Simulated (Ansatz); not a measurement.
# CH8GeSi: where a starting geometry ends

The starting geometry of this gas-phase triplet was optimised with GFN2-xTB as a singlet; its bonds are those of `C[SiH2][GeH3]`.

```xyz
11

C     0.0112    1.5780    1.7524
Ge   -0.8792   -1.2252   -0.0786
Si   -0.2650    1.0338   -0.0446
H     0.7947    0.9876    2.2207
H     0.3007    2.6227    1.8160
H    -0.8937    1.4477    2.3409
H     0.9684    1.2364   -0.8140
H    -1.3185    1.8563   -0.6510
H    -1.1297   -1.8131   -1.4359
H     0.1197   -2.1772    0.5135
H    -2.1359   -1.5670    0.6684
```

Question: Predict what it relaxes into with PBE0-D4/def2-SVP.

Answer: It falls apart into CH5Si + GeH3. Contacts that open: Ge2–Si3 (2.34 → 4.46 Å).

The energy falls by 3.63 eV over 21 steps:

```json
{"step": "1", "E − E(last) (eV)": "3.633"}
{"step": "3", "E − E(last) (eV)": "1.594"}
{"step": "5", "E − E(last) (eV)": "0.527"}
{"step": "8", "E − E(last) (eV)": "0.043"}
{"step": "10", "E − E(last) (eV)": "0.015"}
{"step": "12", "E − E(last) (eV)": "0.011"}
{"step": "14", "E − E(last) (eV)": "0.006"}
{"step": "17", "E − E(last) (eV)": "0.001"}
{"step": "19", "E − E(last) (eV)": "0.000"}
{"step": "21", "E − E(last) (eV)": "0.000"}
```

Final geometry (Å):

```xyz
11

C    -0.0085    1.6100    1.4331
Ge   -1.0812   -2.2435    0.6941
Si   -0.0531    1.9500   -0.4188
H     0.7142    0.8140    1.6681
H     0.2861    2.5160    1.9885
H    -0.9972    1.2917    1.7970
H     1.2925    2.3429   -0.9469
H    -1.0585    3.0039   -0.7688
H    -0.8496   -1.1594   -0.3801
H    -0.1214   -3.4357    0.5075
H    -2.5506   -2.7099    0.7140
```

The end wasn't checked by frequencies. Open shells are spin-unrestricted. The triplet needn't be the ground state. Run with Ansatz 0.2.0, 93 s on 2 threads of Arm Neoverse V2, with other jobs on the host.
